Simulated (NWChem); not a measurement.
TiSClF; SMILES [F][Ti](=[S])[Cl]

```xyz
4

Ti    -0.3201    -0.0607     0.2174
S      0.8595    -1.7297    -0.0907
F     -1.9621    -0.2625    -0.3793
Cl     0.7113     1.8699    -0.0916
```
Atoms are numbered in this order, from 1.

Level: PBE-D3(BJ)/def2-SVP (NWChem), optimised geometry, unscaled harmonic frequencies. 

```csv
frequency (cm⁻¹),IR intensity (km/mol)
87,36.7
136,1.3
194,1.8
435,46.1
610,85.4
769,157.1
```

```yaml
zero_point_energy: 3.2 kcal/mol
thermal correction to the enthalpy at 298.15 K (with zero-point energy): 7.1 kcal/mol
heat capacity Cv: 14.8 cal/(mol K)
entropy at 298.15 K and 1 atm (symmetry number 1): 78.4 cal/(mol K)
dipole_moment: 2.81 D
```

Rigid rotor and harmonic oscillator; modes under 100 cm⁻¹ make the entropy uncertain.
